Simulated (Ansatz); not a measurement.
Basis sets compared for GdCl₃. Charge 0, multiplicity 8. Geometry PBE-D4/def2-SVP. Ansatz on 4 threads of Arm Neoverse V1 on a shared host; times are rough, and most runs start from earlier orbitals.

```xyz
4

Gd    0.0900    0.3615    0.2632
Cl   -2.1399    0.8185   -0.6555
Cl    0.1660   -1.5474    1.8047
Cl    1.8839    0.3674   -1.4124
```

In the def2 sets Gd takes a core potential; there is no spin–orbit coupling.

```
           level  functions  energy (Eh)  HOMO (eV)  LUMO (eV)  wall time
 PBE-D4/def2-SVP        131   -2145.4680      -7.27      -4.80      3.5 s
PBE0-D4/def2-SVP        131   -2145.4970      -8.68      -2.92        5 s
```

Estimate the rows for PBE-D4/def2-TZVP (with forces), PBE0-D4/def2-TZVP (with forces).


```json
{"level": "PBE-D4/def2-TZVP (with forces)", "functions": "203", "energy (Eh)": "-2145.9684", "HOMO (eV)": "-7.56", "LUMO (eV)": "-5.05", "wall time": "6 s"}
{"level": "PBE0-D4/def2-TZVP (with forces)", "functions": "203", "energy (Eh)": "-2145.9886", "HOMO (eV)": "-8.93", "LUMO (eV)": "-3.04", "wall time": "12 s"}
```
